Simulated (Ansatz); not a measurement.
Species: C₃H₃NO, SMILES `[C-]#[N+]C(C)=O` (charge 0, multiplicity 1).

Task: Give a relaxed geometry from PBE-D3(BJ)/def2-TZVP run with Ansatz (a first-principles code).

Result: the end point of this relaxation (outside a Z-matrix the atoms follow the SMILES, hydrogens last).
Bonded distances (Å): C1–N2 1.184, N2–C3 1.426, C3–C4 1.500, C3–O5 1.205, C4–H6 1.095, C4–H7 1.100, C4–H8 1.100. Bond angles (°): C1–N2–C3 179.7, N2–C3–C4 112.9, N2–C3–O5 120.2, C4–C3–O5 126.9, C3–C4–H6 109.6, C3–C4–H7 109.7, C3–C4–H8 109.7, H6–C4–H7 110.4, H6–C4–H8 110.4, H7–C4–H8 106.9.
